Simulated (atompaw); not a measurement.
## How hard is this Ta PAW (atompaw) potential?

Ta, PAW, made with atompaw 4.2.0.5 (LDA (PW92), scalar-relativistic). Core [Kr] 4d10 4f14, reference 5s2 5p6 5d3 6s1.75 6p0 (charge +0.25). Waves: 5s (bound); 6s (bound); 5p (bound); 6p (bound, empty); 5d (bound); 5d channel at 0.05 Ry. Local part: ultrasoft scheme with l = 3 at 0 Ry, radius 1.65 bohr. Core correction: smooth core density matched at 1.95 bohr. Augmentation charge: gaussian compensation charge, radius 2.25 bohr; PAW radius 2.40 bohr; waves and projectors: bloechl.

The pseudo-atom Hamiltonian at the reference potential is diagonalised in spherical Bessel functions j_l(qr) that vanish at 20 bohr, with q² up to the cutoff. All-electron valence levels (Ry): 5s -5.5047, 6s -0.5228, 5p -3.0331, 6p -0.1997, 5d -0.3987.

Problem. How do the lowest levels (Ry) of each channel move with the cutoff, and are there ghosts?

Solution.

```
cutoff (Ry)     s #1     s #2     s #3     p #1     p #2     d #1    d #2    f #1    f #2  Σ f·Δε (mRy)
          8  -5.4310  -0.4871  -0.0442  -2.9471  -0.1709  -0.3288  0.0166  0.0701  0.1787         935.7
         12  -5.4596  -0.4969  -0.0456  -2.9853  -0.1916  -0.3875  0.0143  0.0701  0.1787         456.3
         21  -5.5013  -0.5145  -0.0480  -3.0177  -0.1970  -0.3956  0.0140  0.0701  0.1787         123.1
         30  -5.5021  -0.5216  -0.0490  -3.0312  -0.1991  -0.3968  0.0140  0.0701  0.1787          24.4
         40  -5.5043  -0.5220  -0.0491  -3.0317  -0.1995  -0.3982  0.0138  0.0701  0.1787          12.0
         50  -5.5046  -0.5226  -0.0491  -3.0329  -0.1996  -0.3983  0.0136  0.0701  0.1787           3.1
         70  -5.5047  -0.5228  -0.0492  -3.0330  -0.1996  -0.3986  0.0136  0.0701  0.1787           0.8
         90  -5.5047  -0.5228  -0.0492  -3.0331  -0.1996  -0.3987  0.0136  0.0701  0.1787           0.2
        400  -5.5047  -0.5228  -0.0492  -3.0331  -0.1996  -0.3987  0.0136  0.0701  0.1787           0.0
```

Result: no extra level below or beside the all-electron valence levels (s, p, d, f tested); 10 mRy is reached at 45 Ry and 1 mRy at 70 Ry.
